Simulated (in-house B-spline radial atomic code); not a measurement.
A calculation on In3+: its settings, and results tabulated from the run. Level of theory: non-relativistic Hartree-Fock, average of configuration, point nucleus, inside a hard spherical wall at 2.21 bohr; calculated with a radial B-spline atomic code at the basis-set limit.

Command:
```bash
python run_scf.py task.json out
```
Settings:
```
Z                49
configuration    [Kr] 4d10
hamiltonian      nr
method           hf
spin_polarised   False
wall_radius      2.21
```

Output (hartree, bohr):
```
 radial grid: 41 intervals, B-splines of order 8, outer radius 2.21 bohr

 iter        energy (Eh)    residual
    1       -5734.176302    6.52e-01
    2       -5736.300044    1.65e-01
    3       -5736.768847    4.40e-02
    4       -5736.803322    1.16e-02
    5       -5736.805576    5.52e-03
    6       -5736.806138    5.61e-05
    7       -5736.806138    1.18e-05
    8       -5736.806138    1.03e-06
    9       -5736.806138    4.76e-08

 total energy                     -5736.80614
 kinetic                            5748.6413
 electron-nucleus                 -13640.8325
 electron-electron                  2155.3850

 orbital      occ     eigenvalue          <r>       <r^2>       <1/r>       r_max
 1s         2.000      -998.1959    0.0310476  0.00128959     48.4764     0.02056
 2s         2.000      -149.7860     0.134138   0.0211447     11.0851      0.1138
 2p         6.000      -139.5630     0.114699   0.0160079     11.0596     0.08932
 3s         2.000       -30.0719     0.359845    0.147844     3.99423      0.3268
 3p         6.000       -25.8235     0.351741    0.143363     3.90519       0.314
 3d        10.000       -18.0367     0.323641    0.124118     3.74915       0.259
 4s         2.000        -5.6032     0.883993    0.877708     1.52999      0.8026
 4p         6.000        -4.1520     0.929591    0.973368     1.43147      0.8357
 4d        10.000        -1.6509      1.03323     1.20149     1.23438       0.926
```

Cost of the run: 0.04 s on 1 thread of Intel(R) Xeon(R) 6975P-C (shared host).
